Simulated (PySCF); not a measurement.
PySCF input for B(CF3)(H)(OH) (CH₂BF₃O), SMILES OBC(F)(F)F, TDA-B3LYP/def2-SVPD. Geometry: PBE0-D3(BJ)/def2-SVP. The structure was generated by enumeration, and PubChem lists no compound with its InChIKey, so it may never have been made. One conformer was computed; it need not be the lowest.

```python
import numpy as np
from pyscf import gto, scf, dft, tdscf

mol = gto.M(
    atom='''
    B     0.76430684    1.03447258    0.00000000
    C     0.04655543   -0.40828095   -0.00000000
    F     0.36654889   -1.12842917   -1.08093922
    F     0.36654888   -1.12842917    1.08093922
    F    -1.30087497   -0.27431729   -0.00000001
    H     1.96324377    1.13211018    0.00000001
    O    -0.00105130    2.12643417    0.00000000
    H    -0.94570530    1.91431994    0.00000000
    ''',
    basis='def2-SVPD',
    charge=0,
    spin=0,
    symmetry=True,
    max_memory=1600,
    verbose=4,
)
mf = dft.RKS(mol, xc='b3lyp').density_fit(auxbasis='def2-universal-jkfit')
mf.grids.level = 3
mf.conv_tol = 1e-9
mf.max_cycle = 100
mf.kernel()
mf.grids = dft.Grids(mol).set(level=1).build(with_non0tab=True)  # coarser grid for the response kernel
td = tdscf.TDA(mf)
td.singlet = True
td.nstates = 10
td.conv_tol = 1e-4
td.positive_eig_threshold = 1e-6
td.kernel(x0=td.get_init_guess(mf, 15))
td.analyze()
tt = tdscf.TDA(mf)
tt.singlet = False
tt.nstates = 4
tt.conv_tol = 1e-4
tt.positive_eig_threshold = 1e-6
tt.kernel(x0=tt.get_init_guess(mf, 9))
tt.analyze(verbose=3)
```

It prints:

```
PySCF version 2.14.0

[INPUT] verbose = 4
[INPUT] num. atoms = 8
[INPUT] num. electrons = 48
[INPUT] charge = 0
[INPUT] spin (= nelec alpha-beta = 2S) = 0
[INPUT] symmetry True subgroup None
[INPUT] Mole.unit = angstrom
[INPUT] Symbol           X                Y                Z      unit          X                Y                Z       unit  Magmom
[INPUT]  1 B      0.764306840000   1.034472580000   0.000000000000 AA    1.444330602732   1.954869859572   0.000000000000 Bohr   0.0
[INPUT]  2 C      0.046555430000  -0.408280950000   0.000000000000 AA    0.087977012311  -0.771539177377   0.000000000000 Bohr   0.0
[INPUT]  3 F      0.366548890000  -1.128429170000  -1.080939220000 AA    0.692677013363  -2.132422082270  -2.042679083101 Bohr   0.0
[INPUT]  4 F      0.366548880000  -1.128429170000   1.080939220000 AA    0.692676994466  -2.132422082270   2.042679083101 Bohr   0.0
[INPUT]  5 F     -1.300874970000  -0.274317290000  -0.000000010000 AA   -2.458297415602  -0.518384549333  -0.000000018897 Bohr   0.0
[INPUT]  6 H      1.963243770000   1.132110180000   0.000000010000 AA    3.709993041059   2.139378183032   0.000000018897 Bohr   0.0
[INPUT]  7 O     -0.001051300000   2.126434170000   0.000000000000 AA   -0.001986669075   4.018378203217   0.000000000000 Bohr   0.0
[INPUT]  8 H     -0.945705300000   1.914319940000   0.000000000000 AA   -1.787124011550   3.617540401394   0.000000000000 Bohr   0.0

nuclear repulsion = 246.277476965586
point group symmetry = Cs
symmetry origin: [ 1.96846471e-09  3.93693078e-10 -3.14954354e-09]
symmetry axis x: [ 1.00000000e+00 -1.08159454e-09  9.16959394e-09]
symmetry axis y: [-1.08159454e-09 -1.00000000e+00 -7.19663827e-10]
symmetry axis z: [ 9.16959394e-09  7.19663940e-10 -1.00000000e+00]
num. orbitals of irrep A' = 95
num. orbitals of irrep A" = 53
number of shells = 60
number of NR pGTOs = 212
number of NR cGTOs = 148
basis = def2-SVPD
ecp = {}


******** <class 'pyscf.df.df_jk.DFSymAdaptedRKS'> ********
method = DFSymAdaptedRKS
initial guess = minao
damping factor = 0
level_shift factor = 0
DIIS = <class 'pyscf.scf.diis.CDIIS'>
diis_start_cycle = 1
diis_space = 8
diis_damp = 0
SCF conv_tol = 1e-09
SCF conv_tol_grad = None
SCF max_cycles = 100
direct_scf = False
XC library pyscf.dft.libxc version 7.1.2
    S. Lehtola, C. Steigemann, M. J. T. Oliveira, and M. A. L. Marques,  SoftwareX 7, 1–5 (2018)
XC functionals = b3lyp
    P. J. Stephens, F. J. Devlin, C. F. Chabalowski, and M. J. Frisch,  J. Phys. Chem. 98, 11623 (1994)
radial grids:
    Treutler-Ahlrichs [JCP 102, 346 (1995); DOI:10.1063/1.469408] (M4) radial grids

becke partition: Becke, JCP 88, 2547 (1988); DOI:10.1063/1.454033
pruning grids: <function nwchem_prune>
grids dens level: 3
symmetrized grids: True
atomic radii adjust function: <function treutler_atomic_radii_adjust>
small_rho_cutoff = 0
Freeze 0 electrons in irreps []
    48 free electrons in irreps A' A"
Set gradient conv threshold to 3.16228e-05
Initial guess from minao.
tot grids = 104648
******** <class 'pyscf.df.df.DF'> ********
auxbasis = def2-universal-jkfit
init E= -439.350421536931
HOMO (A') = -0.344727081600038  LUMO (A") = -0.0950265062559001  gap/eV = 6.79470
cycle= 1 E= -438.493511102398  delta_E= 0.857  |g|= 0.988  |ddm|= 3.33
HOMO (A') = -0.279982861384148  LUMO (A") = -0.0482543166655538  gap/eV = 6.30565
cycle= 2 E= -438.141340686977  delta_E= 0.352  |g|= 1.73  |ddm|= 1.87
HOMO (A') = -0.344354511531225  LUMO (A") = -0.0535837995953519  gap/eV = 7.91227
cycle= 3 E= -438.660937064095  delta_E= -0.52  |g|= 0.139  |ddm|= 1.21
HOMO (A') = -0.347308989322956  LUMO (A") = -0.0567558417611065  gap/eV = 7.90635
cycle= 4 E= -438.664056844613  delta_E= -0.00312  |g|= 0.0733  |ddm|= 0.169
HOMO (A') = -0.350161677684241  LUMO (A") = -0.0584428910876889  gap/eV = 7.93807
cycle= 5 E= -438.664937962469  delta_E= -0.000881  |g|= 0.0125  |ddm|= 0.0561
HOMO (A') = -0.349020841334526  LUMO (A") = -0.0565350779516032  gap/eV = 7.95894
cycle= 6 E= -438.664970444552  delta_E= -3.25e-05  |g|= 0.00221  |ddm|= 0.0174
HOMO (A') = -0.348980640303822  LUMO (A") = -0.0566839188334929  gap/eV = 7.95380
cycle= 7 E= -438.664971540258  delta_E= -1.1e-06  |g|= 0.000471  |ddm|= 0.00283
HOMO (A') = -0.349043259756074  LUMO (A") = -0.0567261469005884  gap/eV = 7.95435
cycle= 8 E= -438.664971579671  delta_E= -3.94e-08  |g|= 0.000177  |ddm|= 0.000551
HOMO (A') = -0.349037489849549  LUMO (A") = -0.0567175657592851  gap/eV = 7.95443
cycle= 9 E= -438.664971583885  delta_E= -4.21e-09  |g|= 7.81e-05  |ddm|= 0.000166
HOMO (A') = -0.349035427584035  LUMO (A") = -0.0567166991862318  gap/eV = 7.95440
cycle= 10 E= -438.66497158482  delta_E= -9.35e-10  |g|= 1.11e-05  |ddm|= 5.61e-05
HOMO (A') = -0.349037239729764  LUMO (A") = -0.0567183206389861  gap/eV = 7.95440
Extra cycle  E= -438.664971584802  delta_E= 1.81e-11  |g|= 1.58e-05  |ddm|= 2.43e-05
converged SCF energy = -438.664971584802
tot grids = 36384
Overwritten attributes  positive_eig_threshold  of <class 'pyscf.tdscf.rks.TDA'>


******** <class 'pyscf.tdscf.rks.TDA'> for <class 'pyscf.df.df_jk.DFSymAdaptedRKS'> ********
nstates = 10 singlet
deg_eia_thresh = 1.000e-03
wfnsym = None
conv_tol = 0.0001
eigh lindep = 1e-12
eigh level_shift = 0
eigh max_cycle = 100


Excitation energies (eV)
[6.53145911 8.29000578 8.79852179 9.07842835 9.34339896 9.38160746
 9.57276143 9.81148614 9.85463086 9.86820802]

** Singlet excitation energies and oscillator strengths **
Excited State   1:   A"      6.53146 eV    189.83 nm  f=0.0001
      24 -> 25        0.70352
Excited State   2:   A'      8.29001 eV    149.56 nm  f=0.0005
      24 -> 26       -0.70310
Excited State   3:   A"      8.79852 eV    140.91 nm  f=0.0140
      18 -> 25       -0.13333
      20 -> 25       -0.34342
      22 -> 25        0.59547
Excited State   4:   A'      9.07843 eV    136.57 nm  f=0.0006
      21 -> 25       -0.69308
      23 -> 25       -0.11789
Excited State   5:   A"      9.34340 eV    132.70 nm  f=0.0395
      20 -> 25       -0.59484
      22 -> 25       -0.34645
Excited State   6:   A'      9.38161 eV    132.16 nm  f=0.1470
      19 -> 25       -0.25315
      21 -> 25        0.11672
      23 -> 25       -0.60319
      24 -> 28        0.10020
Excited State   7:   A'      9.57276 eV    129.52 nm  f=0.0512
      19 -> 25        0.10935
      24 -> 27       -0.69405
Excited State   8:   A"      9.81149 eV    126.37 nm  f=0.0103
      18 -> 25       -0.57449
      20 -> 25        0.10097
      23 -> 26        0.37851
Excited State   9:   A'      9.85463 eV    125.81 nm  f=0.0408
      19 -> 25       -0.57661
      23 -> 25        0.16392
      24 -> 28       -0.34361
Excited State  10:   A"      9.86821 eV    125.64 nm  f=0.0415
      18 -> 25        0.37460
      20 -> 25       -0.10719
      23 -> 26        0.58216

** Transition electric dipole moments (AU) **
state          X           Y           Z        Dip. S.      Osc.
  1         0.0000      0.0000      0.0306      0.0009      0.0001
  2        -0.0040      0.0478      0.0000      0.0023      0.0005
  3        -0.0000     -0.0000     -0.2545      0.0648      0.0140
  4        -0.0535     -0.0038     -0.0000      0.0029      0.0006
  5         0.0000      0.0000      0.4153      0.1725      0.0395
  6         0.3673     -0.7104      0.0000      0.6396      0.1470
  7         0.4502      0.1252      0.0000      0.2184      0.0512
  8        -0.0000      0.0000      0.2074      0.0430      0.0103
  9        -0.3797      0.1572     -0.0000      0.1689      0.0408
 10         0.0000      0.0000      0.4141      0.1715      0.0415

** Transition velocity dipole moments (imaginary part, AU) **
state          X           Y           Z        Dip. S.      Osc.
  1        -0.0000     -0.0000      0.0291      0.0008      0.0024
  2         0.0066      0.0089      0.0000      0.0001      0.0003
  3         0.0000      0.0000     -0.0284      0.0008      0.0017
  4        -0.0167      0.0046      0.0000      0.0003      0.0006
  5        -0.0000     -0.0000      0.0048      0.0000      0.0000
  6         0.0542     -0.1223      0.0000      0.0179      0.0346
  7         0.1497      0.0552     -0.0000      0.0255      0.0483
  8        -0.0000      0.0000      0.0474      0.0022      0.0042
  9        -0.0747      0.0443     -0.0000      0.0075      0.0139
 10        -0.0000      0.0000      0.1259      0.0158      0.0291

** Transition magnetic dipole moments (imaginary part, AU) **
state          X           Y           Z
  1        -0.4679      0.6445     -0.0000
  2        -0.0000      0.0000     -0.4725
  3        -0.2964     -0.9214      0.0000
  4         0.0000     -0.0000     -0.0025
  5        -0.3689      0.6716     -0.0000
  6        -0.0000      0.0000      0.5145
  7         0.0000      0.0000      0.2607
  8        -0.6249     -0.0988     -0.0000
  9         0.0000     -0.0000     -0.0126
 10        -0.4677      0.2096     -0.0000


******** <class 'pyscf.tdscf.rks.TDA'> for <class 'pyscf.df.df_jk.DFSymAdaptedRKS'> ********
nstates = 4 triplet
deg_eia_thresh = 1.000e-03
wfnsym = None
conv_tol = 0.0001
eigh lindep = 1e-12
eigh level_shift = 0
eigh max_cycle = 100


Excitation energies (eV)
[5.88123741 7.24039404 7.85992113 8.08561692]

** Triplet excitation energies and oscillator strengths **
Excited State   1:   A"      5.88124 eV    210.81 nm  f=0.0000
Excited State   2:   A'      7.24039 eV    171.24 nm  f=0.0000
Excited State   3:   A"      7.85992 eV    157.74 nm  f=0.0000
Excited State   4:   A'      8.08562 eV    153.34 nm  f=0.0000
```

The run converged.

Cost: around 90 core-seconds (rough).
